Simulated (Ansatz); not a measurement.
Born–Oppenheimer molecular dynamics of H12OSi5 (18 atoms, charge 0, multiplicity 1). It goes on from the last frame of an earlier run, with new velocities.

Theory: RKS revPBE-D4/STO-3G in Ansatz.

- ensemble: NVE (velocity Verlet)
- time step: 0.5 fs
- steps asked: 166
- starting velocities drawn for: 1000 K
- masses: H 10 u
- seed: 432571

First frame:

```xyz
18
Properties=species:S:1:pos:R:3
Si 0.152 -0.184 0.094
O 0.208 -0.461 1.808
Si -1.342 -0.337 2.557
H -2.574 -0.376 1.780
H -1.371 -1.466 3.467
H -1.250 0.866 3.379
Si 2.332 -0.189 -0.671
H 3.081 -1.297 -0.102
H 2.273 -0.139 -2.157
H 3.051 0.986 -0.221
Si -0.745 1.800 -0.604
H -2.144 1.983 -0.674
H -0.490 2.853 0.377
H -0.154 2.330 -1.864
Si -1.064 -1.682 -1.077
H -1.019 -3.013 -0.524
H -2.427 -1.281 -0.856
H -0.737 -1.767 -2.489
```

Task: How far do the bonds stretch over the last three quarters of this one trajectory? (Pairs bonded in most of those frames.)

Result: 
```
    bond  mean (Å)  spread (Å)  shortest  longest
  Si1–O2     1.750       0.042      1.69     1.83
 Si1–Si7     2.293       0.085      2.14     2.42
Si1–Si11     2.280       0.045      2.22     2.37
Si1–Si15     2.289       0.029      2.22     2.32
  O2–Si3     1.739       0.060      1.64     1.83
  Si3–H4     1.465       0.046      1.40     1.53
  Si3–H5     1.460       0.029      1.42     1.50
  Si3–H6     1.467       0.041      1.39     1.52
  Si7–H8     1.461       0.036      1.40     1.52
  Si7–H9     1.465       0.033      1.41     1.52
 Si7–H10     1.468       0.019      1.43     1.49
Si11–H12     1.470       0.078      1.35     1.60
Si11–H13     1.472       0.041      1.40     1.54
Si11–H14     1.468       0.036      1.41     1.53
Si15–H16     1.464       0.018      1.44     1.50
Si15–H17     1.468       0.056      1.38     1.54
Si15–H18     1.480       0.112      1.31     1.63
```

Mean temperature of the second half: 520 K. The conserved energy stayed within 0.097 meV per atom of its start (net change 0.011 meV per atom), so the integration is sound. Over the second half the temperature averaged 0.52 of the 1000 K drawn at the start: a run that starts near a minimum puts about half its kinetic energy into the potential. A run of 0.083 ps of so small a system gives no equilibrium averages. Limits of this set-up: minimal basis.

Time of the run: 8 min on 2 threads of Arm Neoverse V1, with other jobs on the host, peak memory 0.12 GiB.
